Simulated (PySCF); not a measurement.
**SbI⁺: script and output**

File input.py (PySCF 2.14):

```python
from pyscf import gto, scf, mp

mol = gto.M(
    atom='Sb 0 0 0; I 0 0 2.498',
    basis='lanl2dz',
    ecp={'Sb': 'lanl2dz', 'I': 'lanl2dz'},
    charge=1,
    spin=1,
    verbose=4,
)
mf = scf.UHF(mol)
mf.kernel()
mp.MP2(mf).kernel()
mf.dip_moment()
print('orbital energies (hartree):', [e[max(0, n-3):n+3].round(4) for e, n in zip(mf.mo_energy, mol.nelec)])
```

```bash
$ python input.py
```

It prints (some set-up lines and the per-cycle HOMO/LUMO lines with their warnings removed):

```
PySCF version 2.14.0

[INPUT] Symbol           X                Y                Z      unit          X                Y                Z       unit  Magmom
[INPUT]  1 Sb     0.000000000000   0.000000000000   0.000000000000 AA    0.000000000000   0.000000000000   0.000000000000 Bohr   0.0
[INPUT]  2 I      0.000000000000   0.000000000000   2.498000000000 AA    0.000000000000   0.000000000000   4.720535859164 Bohr   0.0

nuclear repulsion = 7.41441248286629
number of shells = 8
number of NR pGTOs = 24
number of NR cGTOs = 16
basis = lanl2dz
ecp = {'Sb': 'lanl2dz', 'I': 'lanl2dz'}

******** <class 'pyscf.scf.uhf.UHF'> ********
method = UHF
initial guess = minao
damping factor = 0
level_shift factor = 0
DIIS = <class 'pyscf.scf.diis.CDIIS'>
SCF conv_tol = 1e-09
SCF max_cycles = 50
number electrons alpha = 6  beta = 5
init E= -7.25748281730928

cycle= 1 E= -16.0343500818898  delta_E= -8.78  |g|= 0.35  |ddm|=  3.1
cycle= 2 E= -16.0949529453993  delta_E= -0.0606  |g|= 0.0584  |ddm|= 0.55
cycle= 3 E= -16.0987955049952  delta_E= -0.00384  |g|= 0.0289  |ddm|= 0.132
cycle= 4 E= -16.0998444350852  delta_E= -0.00105  |g|= 0.00731  |ddm|= 0.0484
cycle= 5 E= -16.1000821847437  delta_E= -0.000238  |g|= 0.00357  |ddm|= 0.0293
cycle= 6 E= -16.1001960511193  delta_E= -0.000114  |g|= 0.00216  |ddm|= 0.0203
cycle= 7 E= -16.1002528430768  delta_E= -5.68e-05  |g|= 0.00142  |ddm|= 0.0164
cycle= 8 E= -16.1002873178104  delta_E= -3.45e-05  |g|= 0.000535  |ddm|= 0.0186
cycle= 9 E= -16.1002921618243  delta_E= -4.84e-06  |g|= 0.000205  |ddm|= 0.00789
cycle= 10 E= -16.1002925669075  delta_E= -4.05e-07  |g|= 8.95e-05  |ddm|= 0.00184
cycle= 11 E= -16.1002926390252  delta_E= -7.21e-08  |g|= 2.82e-05  |ddm|= 0.000862
cycle= 12 E= -16.1002926434969  delta_E= -4.47e-09  |g|= 7.45e-06  |ddm|= 0.000207
cycle= 13 E= -16.1002926437527  delta_E= -2.56e-10  |g|= 2.47e-06  |ddm|= 4.01e-05
Extra cycle  E= -16.100292643773  delta_E= -2.04e-11  |g|= 1.41e-06  |ddm|= 6.25e-06
converged SCF energy = -16.100292643773  <S^2> = 0.77486801  2S+1 = 2.0247153

******** <class 'pyscf.mp.ump2.UMP2'> ********
nocc = (np.int64(6), np.int64(5)), nmo = (16, 16)
E(UMP2) = -16.1507233705742  E_corr = -0.0504307268011576
E(SCS-UMP2) = -16.1518721380831  E_corr = -0.0515794943100657
E_corr(same-spin) = -0.0103123590592194
E_corr(oppo-spin) = -0.0401183677419382

WARN: System has nonzero charge 1; the dipole moment is origin-dependent.
Location of origin: [0. 0. 0.]

Dipole moment(X, Y, Z, Debye): -0.00000,  0.00000,  2.17708
orbital energies (hartree): [array([-0.6395, -0.6074, -0.5441, -0.2937, -0.162 ,  0.1824]), array([-0.6245, -0.6205, -0.6078, -0.2639, -0.2285, -0.1452])]
```

In short: E(SCF) = -16.100293 Eh, 13 cycles, E(MP2) − E(SCF) = -0.05043 Eh, ⟨S²⟩ = 0.775.

Wall time 0.63 s on one thread of a shared host.

The bond length is a typed value, not an optimised one. The dipole of an ion depends on the origin. No search for the lowest solution was made.
